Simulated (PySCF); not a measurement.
**How methods differ on the excitation energy of Ta⁺**

Ta⁺ [Xe] 4f14 5d3 6s1 (5F) → Ta⁺ [Xe] 4f14 5d2 6s2 (3F), as a difference of total energies. Computed with PySCF 2.14 in ANO-RCC-VTZP (8s7p5d3f2g1h, 104 functions), with the spin-free X2C one-electron Hamiltonian (Gaussian nucleus). Correlated levels: valence: [Xe] 4f14 frozen. The calculations carry no spin-orbit coupling.

| method | excitation energy (eV) |
| --- | --- |
| UHF | 1.487 |
| LDA | 0.730 |
| PBE0 | 1.057 |
| r2SCAN | 1.452 |
| MP2 (valence) | 0.924 |

Task: Estimate what PBE gives.

Result: 0.915 eV, closest to MP2 (valence) among the rows shown.

Task: Estimate what SCS-MP2 (valence) gives.

Result: 0.501 eV, closest to LDA among the rows shown.

Errors of the correlated levels include the incompleteness of this basis and the frozen core.

For comparison: 0.428 eV (measured; NIST levels, between the centres of gravity of the two terms).
